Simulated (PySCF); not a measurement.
**Correlation energy of C(2+) (carbon, charge +2)**

[He] 2s2, closed-shell 1S. Calculation: PySCF 2.14, in Sapporo-DZP-2012 (4s3p1d, 18 functions); scalar relativity by spin-free X2C-1e. Frozen: 1s2; 2 electrons correlated.

Total MP2 correlation energy: -40.44 mhartree.

Same-spin part 0.00 and opposite-spin part -40.44 mhartree; SCS-MP2 scales them by 1/3 and 6/5 to -48.53 mhartree.

With two correlated electrons CCSD is exact within the correlated space (frozen core and kept virtual orbitals).

```json
{"level": "CCSD", "correlation energy (mhartree)": "-72.73"}
```

Diagnostics: T1 = 0.0090, D1 = 0.0127, largest double amplitude 0.156.

A double-excitation amplitude exceeds 0.15, a sign of near-degeneracy.

Cost of the coupled-cluster step: 0.04 s of wall time on 1 thread of Intel(R) Xeon(R) Platinum 8375C CPU @ 2.90GHz (shared host), for 2 correlated electrons.
